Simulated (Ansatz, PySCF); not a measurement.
Spin states of O2W (SMILES [O]=[W]=[O]), each relaxed with B3LYP-D3(BJ)/def2-TZVP.
State 1 (charge 0, multiplicity 1):
| atom | x (Å) | y (Å) | z (Å) |
|---|---|---|---|
| W | 0.3996 | -0.3350 | 0.4043 |
| O | 0.8038 | 0.3527 | -1.0843 |
| O | -1.2366 | 0.0297 | 0.6097 |
State 2 (charge 0, multiplicity 3):
```xyz
3

W      0.36363    -0.30434     0.36683
O      0.89579     0.34906    -1.12699
O     -1.29259     0.00265     0.68984
```

Singlets are restricted, other states unrestricted; no spin–orbit coupling, no relativity up to Kr; see below for the cores. The largest T1 diagnostic is 0.036.

The values were computed with Ansatz (Gaussian basis) for Hartree–Fock, density functionals and correlated methods; PySCF for the dispersion terms. Values without a source in brackets are computed. In def2 rows elements past Kr take small-core potentials, without spin–orbit coupling.

### Question
One of these levels gives 0.23 kcal/mol for the energy of the multiplicity-3 state less that of the multiplicity-1 state. Name it.
(A) r2SCAN-D3(BJ)/def2-TZVPP
(B) PBE0-D3(BJ)/def2-TZVPP
(C) wB97M-V/def2-TZVPP
(D) PBE/def2-TZVPP

### Answer
B, PBE0-D3(BJ)/def2-TZVPP. The others give 5.08 (PBE/def2-TZVPP), -3.07 (r2SCAN-D3(BJ)/def2-TZVPP), 3.99 (wB97M-V/def2-TZVPP)

Ansatz is an electronic-structure program.
